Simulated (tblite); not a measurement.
Species: C₄H₄FN₂O (doublet state).
Atom-mapped SMILES: `[F:1][CH2:2][O:3][c:4]1[c:5][cH:6][n:7][nH:8]1` (hydrogens: H9, H10 on C2; H11 on C6; H12 on N8)

Structure used (GFN2-xTB), in Å, numbered top down from 1:
```xyz
12
C4H4FN2O angstrom
F      2.038    1.273    1.317
C      2.063    0.479    0.203
O      1.225   -0.602    0.359
C     -0.097   -0.330    0.175
C     -0.774    0.761   -0.321
C     -2.123    0.432   -0.301
N     -2.263   -0.794    0.163
N     -1.034   -1.259    0.454
H      1.769    1.119   -0.642
H      3.084    0.096    0.100
H     -2.971    1.009   -0.601
H     -0.914   -2.185    0.833
```

Computed with GFN2-xTB (tblite): harmonic, unscaled wavenumbers at the GFN2-xTB geometry, gas phase. Errors from tens to a few hundred cm⁻¹ against measured bands are possible. One conformer, not necessarily the lowest. Open shells enter through the occupations alone, without spin polarisation, and single modes of such species can be off by tens of per cent.

Harmonic wavenumbers (cm⁻¹): 54.7, 76.5, 192.6, 281.4, 406.2, 520.8, 548.2, 568.4, 629.3, 655.7, 832.0, 841.9, 969.0, 987.0, 1058.3, 1089.0, 1104.2, 1131.8, 1222.9, 1238.3, 1320.9, 1350.6, 1366.8, 1403.2, 1452.9, 1551.5, 2884.7, 2962.0, 3200.7, 3449.4.

A = 5924, B = 1338, C = 1189 MHz; mass 115.031 u (most abundant isotopes); point group C1, symmetry number 1; spin multiplicity 2.

Task: Zero-point energy?

Result: ½Σν̃ = 17675 cm⁻¹ = 211.45 kJ/mol.

Task: Entropy at 298.15 K, 1 bar (ideal gas, RRHO, classical rotation)?

Result: Translation 168.04, rotation 116.84, vibration 69.94, spin (R ln 2) 5.76: S = 360.6 J/(mol K).

Task: And Cp and H(298.15 K) − H(0)?

Result: Cp = 110.34 J/(mol K), of which vibrations give 77.08 (their classical limit is 30 R = 249.4); H(298.15 K) − H(0) = 20.87 kJ/mol without the zero-point energy, 10.96 from vibrations.

Task: What must be added to the electronic energy to get the Gibbs energy at 298.15 K and 1 bar?

Result: ZPE + [H(298.15 K) − H(0)] − T·S = 211.45 + 20.87 − 107.50 = 124.82 kJ/mol.

Task: Blend soft modes into free rotors: weight 1/[1 + (100 cm⁻¹/ν̃)⁴] for the oscillator and the rest for a rotor with moment μB/(μ + B), μ = h/(8π²ν), B = 10⁻⁴⁴ kg m². What vibrational entropy results?

Result: 62.75 J/(mol K) in place of 69.94, which changes −T·S at 298.15 K by +2.14 kJ/mol.

Task: Which modes carry the vibrational entropy at 298.15 K?

Result: 54.7 cm⁻¹: 19.41; 76.5 cm⁻¹: 16.65; 192.6 cm⁻¹: 9.22; 281.4 cm⁻¹: 6.38; 406.2 cm⁻¹: 3.93; 520.8 cm⁻¹: 2.54 J/(mol K); the other 24 give 11.80 together.

Task: How do the functions run with temperature in this model?

Result: 
```json
{"T (K)": "50", "S (J/(mol K))": "240.1", "Cp (J/(mol K))": "46.9", "H − H(0) (kJ/mol)": "1.96", "G − H(0) (kJ/mol)": "-10.05", "ln q(vib)": "0.35"}
{"T (K)": "100", "S (J/(mol K))": "275.8", "Cp (J/(mol K))": "57.3", "H − H(0) (kJ/mol)": "4.57", "G − H(0) (kJ/mol)": "-23.02", "ln q(vib)": "1.10"}
{"T (K)": "373.15", "S (J/(mol K))": "387.7", "Cp (J/(mol K))": "131.8", "H − H(0) (kJ/mol)": "29.97", "G − H(0) (kJ/mol)": "-114.70", "ln q(vib)": "5.12"}
{"T (K)": "500", "S (J/(mol K))": "430.7", "Cp (J/(mol K))": "162.7", "H − H(0) (kJ/mol)": "48.73", "G − H(0) (kJ/mol)": "-166.64", "ln q(vib)": "7.06"}
{"T (K)": "750", "S (J/(mol K))": "505.1", "Cp (J/(mol K))": "202.7", "H − H(0) (kJ/mol)": "94.88", "G − H(0) (kJ/mol)": "-283.91", "ln q(vib)": "10.88"}
{"T (K)": "1000", "S (J/(mol K))": "566.9", "Cp (J/(mol K))": "226.1", "H − H(0) (kJ/mol)": "148.72", "G − H(0) (kJ/mol)": "-418.13", "ln q(vib)": "14.49"}
```

q(vib) and H(0) count from the zero-point level.

Hindered rotation and anharmonicity are outside this model. Other conformers, if any are populated, would add a mixing term that is left out. The structure is chiral; the term R ln 2 for an equal mix with its mirror image is left out.
